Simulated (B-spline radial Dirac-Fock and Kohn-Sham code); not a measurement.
# Run log: Be

ΔSCF core binding energies without Breit or QED terms, calculated with an atomic code on a B-spline grid. Keys: rel is the Hamiltonian (dirac, or spin-free x2c and nr, where L3 and M5 stand for the whole 2p and 3d shells), method is hf or an exchange,correlation pair (spin-unpolarised, also for the hole states), nuc the nuclear model, radius_factor scales its radius, rmax is the box in bohr, h the logarithmic mesh step, order the B-spline order, points the quadrature points per cell, c_factor scales the speed of light, and damp, ndamp, maxit and tol steer the iteration. The run stops when the commutator error falls below 10·tol·max(1, Z/10), or the numerical noise floor, and the energy has settled to about 1e-8 Ha; the virial ratio is −V/T.

Input (task.json):

```json
{"items": [{"Z": 4, "q": 0, "cfg": [[1, 0, 2], [2, 0, 2]], "A": 9, "rrms": 2.519, "do": "settings", "holes": ["K", "L3", "M5"],
  "settings": [{"rel": "dirac", "method": "hf", "nuc": "fermi", "radius_factor": 1.0, "rmax": 45.0, "h": 0.3, "order": 8, "points": 10, "c_factor": 1.0, "maxit": 89, "damp": 0.5, "ndamp": 3, "tol": 1e-08, "cfg": "1s2 2s2 2p3"}]}]}
```

Command: `python xray2_run.py task.json out`

Ground-state iterations:

```
iter   energy (Ha)        error
   1      -13.86295400  1.38e-01
   2      -13.60209458  1.25e-02
   3      -13.72998074  4.66e-02
   4      -13.61380224  7.54e-03
   5      -12.91231497  1.12e-01
   6      -12.94448529  1.09e-01
   7      -12.95406202  1.08e-01
   8      -12.94482769  1.09e-01
   9      -12.95436604  1.09e-01
  10      -12.97294632  1.07e-01
  11      -12.97553032  1.06e-01
  12      -12.96982124  1.07e-01
  13      -12.97250252  1.07e-01
  14      -12.98710157  1.05e-01
  15      -13.60246915  5.28e-03
  23      -12.97882822  1.06e-01
  31      -12.96403201  1.07e-01
  39      -12.97907085  1.05e-01
  47      -12.98411180  1.05e-01
  55      -12.98053518  1.05e-01
  63      -12.96222808  1.07e-01
  71      -12.95735426  1.08e-01
  79      -12.95015835  1.09e-01
  87      -12.95471954  1.08e-01
  89      -12.95223632  1.08e-01
```

The ground state had not converged after 89 iterations, with total energy -12.95224 Ha, virial ratio 1.77678 and highest orbital energy 24.48 eV. Holes are computed only in closed shells, and unreliable hole states are left out.

Q: One setting is unsound. Which, and why?

A: cfg describes an anion whose outer electrons are not bound. With the default settings (Dirac Hartree-Fock): The ground state converged in 9 iterations, with total energy -14.57589 Ha, virial ratio 1.99961 and highest orbital energy -8.42 eV. ΔSCF binding energies: K (1s) 123.4 eV. Holes are computed only in closed shells, and unreliable hole states are left out.
